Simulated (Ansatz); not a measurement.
Two isomers of C4H3F5: A = `C/C(F)=C(\F)C(F)(F)F`, B = `FC1CC(F)(F)C1(F)F`.

Calculated with Ansatz (gas phase, PBE0-D4/def2-TZVP geometries, no zero-point term in ΔE). CBS: MP2 limit from def2 TZ/QZ plus the TZ coupled-cluster correction, frozen cores. Functionals use def2-TZVPP. B3LYP here is the variant with VWN-RPA as its local correlation; programs differ in this.

Problem. Which isomer does CCSD(T)/CBS put lower? Give the gap. (Estimate.)

Solution. The calculation gave: A, by 2.8 kcal/mol.

Problem. Give E(B) − E(A) in kcal/mol with ωB97M-V, CCSD(T)/def2-SVP, B3LYP, CCSD(T)/def2-TZVPP, PBE-D4, r2SCAN-D4, BLYP-D4. (An estimate is asked.)

Solution. Computed: ωB97M-V 2.5, CCSD(T)/def2-SVP 6.1, B3LYP 7.3, CCSD(T)/def2-TZVPP 3.2, PBE-D4 4.5, r2SCAN-D4 5.2, BLYP-D4 8.9. None reverses the order clearly.

Problem. Does the order hold for the free energy at 298.15 K (harmonic terms from PBE0-D4)? (An estimate is asked.)

Solution. Ansatz gave: Yes: G(B) − G(A) = +5.2 kcal/mol. Modes under 60 cm⁻¹, often nearly free rotors, make the harmonic entropy too high.

Largest T1 diagnostic: 0.012.

In def2-TZVPP, CCSD(T) changes the Hartree–Fock value by −1.6 kcal/mol (the triples alone add +0.5 kcal/mol) and MP2 by −2.2 kcal/mol. From BLYP to BHLYP (50 % exact exchange), in def2-TZVPP and without D4, E(B) − E(A) moves by −4.9 kcal/mol.
